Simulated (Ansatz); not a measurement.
Stepwise reaction of `CN(C)[SiH3]` with water, as a gas-phase model of exchange steps in deposition or etching. ΔE in kJ/mol.

Computed with Ansatz on PBE0-D4/def2-TZVP structures; ΔE is electronic, products minus reactants. CBS: MP2 limit from def2 TZ/QZ plus the TZ coupled-cluster correction, frozen cores. This one scheme is used for every species. Functionals use def2-TZVPP. B3LYP here is the variant with VWN-RPA as its local correlation; programs differ in this. Each species was taken in one conformer, which may not be the lowest.

| step | reaction | PBE-D4 | B3LYP-D4 | ωB97M-V | CCSD(T)/CBS |
| --- | --- | --- | --- | --- | --- |
| 1 | `CN(C)[SiH3]` + H₂O → `CN(C)[SiH2]O` + H₂ | -85.7 | -90.8 | -91.7 | -89.2 |
| 2 | `CN(C)[SiH2]O` + H₂O → `CN(C)[SiH](O)O` + H₂ | -91.6 | -98.5 | -100.1 | -96.7 |
| 3 | `CN(C)[SiH](O)O` + H₂O → `CN(C)[Si](O)(O)O` + H₂ | -88.4 | -95.8 | -96.8 | -93.2 |

Task: By hand: ΔE of the 3 steps together at CCSD(T)/CBS.

Result: (-89.2) + (-96.7) + (-93.2) = -279.1 kJ/mol, or -93.0 kJ/mol a step.

In ΔE step 2 is the lowest and step 1 the highest. All are downhill at CCSD(T)/CBS. PBE-D4 differs from CCSD(T)/CBS by 3.5 to 5.1 kJ/mol a step. Isolated molecules leave out the surface, adducts and barriers. Largest T1 diagnostic: 0.011.
